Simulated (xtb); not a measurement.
Ge(OH)4 (GeH4O4), SMILES [OH][Ge]([OH])([OH])[OH]. All values are semi-empirical tight-binding results from xtb (GFN2-xTB unless named), good for trends rather than for accurate numbers. Geometry optimised at GFN2-xTB. The isomer is the one that the SMILES or the coordinates give; other isomers of the formula were not compared. Other conformers were not sampled.

Optimised geometry:

Bond lengths (Å): O1–Ge2 1.722, O1–H6 0.955, Ge2–O3 1.722, Ge2–O4 1.722, Ge2–O5 1.722, O3–H7 0.955, O4–H8 0.955, O5–H9 0.955. Bond angles (°): Ge2–O1–H6 115.8, O1–Ge2–O3 114.0, O1–Ge2–O4 107.3, O1–Ge2–O5 107.2, O3–Ge2–O4 107.3, O3–Ge2–O5 107.3, O4–Ge2–O5 114.0, Ge2–O3–H7 115.7, Ge2–O4–H8 115.8, Ge2–O5–H9 115.7.

For metal compounds this method's bond lengths and energies can be far off.

Computed properties:
```json
{
  "point_group_as_xtb_finds_it": "S4",
  "orbital_gap": "8.27 eV",
  "zero_point_energy": "31.9 kcal/mol",
  "G − E(el) at 298.15 K (modified RRHO)": "12.2 kcal/mol"
}
```

Task: Give the atomic charges and the Wiberg bond orders between heavy atoms. (An estimate is asked for; the answer gives what the named calculation found.)

Result: charges (e) O1 -0.45, Ge2 0.48, O3 -0.45, O4 -0.45, O5 -0.45, H6 0.33, H7 0.33, H8 0.33, H9 0.33. Bond orders O1–Ge2 1.10, Ge2–O3 1.10, Ge2–O4 1.10, Ge2–O5 1.10.
